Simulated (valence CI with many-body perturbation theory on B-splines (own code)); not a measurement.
**Energy levels of Ir5+**

Level of theory: configuration interaction combined with many-body perturbation theory (CI+MBPT): four valence electrons over a frozen Dirac-Fock core [Xe] 4f14, radial functions for each j: 9 s, 9 p, 10 d, 8 f, 5 g, 3 h, 1 i, with the one-electron correlation potential Σ1 (screened to all orders), the two-electron term Σ2, the three-electron term Σ3, Breit, model QED; selected single and double excitations, second order for the rest, scaled by the run's own slope (own B-spline code, finite nucleus).

No measured levels were compared; by estimate terms of the open shell hold to 2 to 4 % of their energy, and close levels can change places; different configurations can be misplaced against each other by 1,000 to 8,000 cm⁻¹. Core correlation moves these levels by up to 15000 cm⁻¹, and in measured spectra 5 to 20 % of such shifts remained as error; rates that hang on mixing are uncertain with them. Only levels of the ground parity were solved; by the run's estimate the other parity begins above the list, which can be wrong where configurations are misplaced.

Levels 46 to 66 of 66, with energies above the lowest level, 5d⁴ ⁵D_0. "Leading %" is the weight of the configuration and term that name the level; weights of strongly mixed levels are sums over their largest components and can fall short. Lifetimes count E1, E2, E3, M1 and M2 decay at the calculated energies, and are blank where another channel may lead or the interval is too uncertain; long ones can be off by a factor of two.

```
No.  Configuration  Term  J  E (eV)  Leading %  Lifetime  Second component      g
 46          5d³6s    ⁵P  3  16.839         90    140 μs      6 % 5d³6s ³D  1.620
 47          5d³6s    ³P  0  16.929         98    171 μs                         
 48          5d³6s    ³H  5  17.138         46    172 μs     24 % 5d³6s ⁵F  1.146
 49          5d³6s    ³G  4  17.283         41    141 μs     36 % 5d³6s ¹G  1.078
 50          5d³6s    ³G  3  17.364         46    139 μs     44 % 5d³6s ³F  0.946
 51          5d³6s    ³D  2  17.758         32    138 μs     31 % 5d³6s ⁵P  1.385
 52          5d³6s    ³F  4  17.818         53    129 μs     40 % 5d³6s ³H  1.058
 53          5d³6s    ³P  1  17.979         60    134 μs     18 % 5d³6s ¹P  1.557
 54          5d³6s    ³H  6  18.208         99    160 μs                    1.167
 55          5d³6s    ³P  2  18.481         57    115 μs     23 % 5d³6s ³D  1.309
 56          5d³6s    ³P  1  18.526         55    136 μs     39 % 5d³6s ³D  1.058
 57          5d³6s    ³H  5  18.661         47    148 μs     25 % 5d³6s ¹H  1.079
 58          5d³6s    ³P  0  18.713         97    105 μs                         
 59          5d³6s    ³D  3  18.731         89    135 μs      5 % 5d³6s ³F  1.323
 60          5d³6s    ¹H  5  19.306         60    119 μs     33 % 5d³6s ³G  1.084
 61          5d³6s    ³F  3  19.325         85    115 μs      9 % 5d³6s ³D  1.108
 62          5d³6s    ³F  2  19.347         38    122 μs     25 % 5d³6s ³D  0.992
 63          5d³6s    ³F  4  19.437         90    122 μs      8 % 5d³6s ³G  1.231
 64          5d³6s    ³F  2  19.475         42    118 μs     33 % 5d³6s ³P  1.050
 65          5d³6s    ¹G  4  19.690         49    111 μs     20 % 5d³6s ³F  1.045
 66          5d³6s    ¹D  2  19.916         44    116 μs     34 % 5d³6s ³P  1.206
```

Names give the largest LS component (configuration and term), which can be under half, so a name can repeat, a term be missing and a line seem to break the LS rules; names also repeat where a configuration has a term twice.

Where two levels of one J and parity lie close, their mixing, g and order are uncertain.
